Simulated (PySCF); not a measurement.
**Germanium: a sound run and one with changed settings**

Sound run: Ge⁺ [Ar] 3d10 4s2 4p1, Ge²⁺ [Ar] 3d10 4s2. Computed with PySCF 2.14 in x2c-SVPall (5s4p3d, 32 functions), with scalar relativity by spin-free X2C-1e. The sound run starts from symmetry-adapted Hartree-Fock orbitals and uses a fine grid where one is needed.

Changed run: radial step 0.8 in ln r (0.13 in the sound run). This setting is unsound on purpose.

```
species  method  sound run (hartree)  changed run (hartree)  converged
    Ge⁺     UHF          -2096.41326            -2096.41326        yes
    Ge⁺     PBE          -2097.77185            -2097.18674        yes
    Ge⁺   B3LYP          -2098.11410            -2097.70509        yes
   Ge²⁺     UHF          -2095.85338            -2095.85338        yes
   Ge²⁺     PBE          -2097.19041            -2096.61387        yes
   Ge²⁺   B3LYP          -2097.53038            -2097.13451        yes
```

Ionisation energy of Ge⁺:

```tsv
method	sound run (eV)	changed run (eV)
UHF	15.235	15.235
PBE	15.822	15.589
B3LYP	15.884	15.526
```

A coarse radial grid mis-integrates the density and the exchange-correlation energy, with errors of either sign; Hartree-Fock needs no grid.

For comparison, NIST gives 15.935 eV between the lowest levels.
